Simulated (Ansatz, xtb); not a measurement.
C3H5F3Si: 3 structures ranked

3 gas-phase structures of C3H5F3Si, from a drawn sample of its isomers (lower ones may exist). Each was relaxed with GFN2-xTB:

A. `FC(F)(F)/C=C\[SiH3]`, a singlet
B. `C=C([SiH3])C(F)(F)F`, a singlet
C. `FC(F)(F)/C=C/[SiH3]`, a singlet

Problem. Estimate their order in r2SCAN-D4/def2-SVP energy at these geometries, lowest first.

Solution. Calculated order at r2SCAN-D4/def2-SVP: C (0.0), B (0.4), A (4.4) kJ/mol. Less than 1 kcal/mol parts C and B; B and A, so the order within those pairs means little.

Energies above the lowest of each column, in kJ/mol; the last columns are at B3LYP/def2-SVP geometries:

```json
{"structure": "C", "GFN2-xTB": "12.3", "HF/STO-3G": "0.0", "r2SCAN-D4/def2-SVP": "0.0", "B3LYP/def2-SVP": "0.0", "CCSD(T)/def2-SVP + ΔMP2/def2-TZVPP": "0.3"}
{"structure": "B", "GFN2-xTB": "0.0", "HF/STO-3G": "8.4", "r2SCAN-D4/def2-SVP": "0.4", "B3LYP/def2-SVP": "2.4", "CCSD(T)/def2-SVP + ΔMP2/def2-TZVPP": "0.0"}
{"structure": "A", "GFN2-xTB": "14.6", "HF/STO-3G": "9.0", "r2SCAN-D4/def2-SVP": "4.4", "B3LYP/def2-SVP": "6.3", "CCSD(T)/def2-SVP + ΔMP2/def2-TZVPP": "7.7"}
```

CCSD(T)/def2-SVP + ΔMP2/def2-TZVPP has B and C within 1 kcal/mol of each other at the bottom, and every level picks one of them. CCSD(T)/def2-SVP + ΔMP2/def2-TZVPP orders those it was run on as B (0.0), C (0.3), A (7.7) kJ/mol. Less than 1 kcal/mol parts B and C, so the order within that pair means little. A keeps a small imaginary mode. ΔMP2 is the change of the MP2 energy from the smaller to the larger basis.

Programs: Ansatz 0.2.0, xtb 6.7.1.
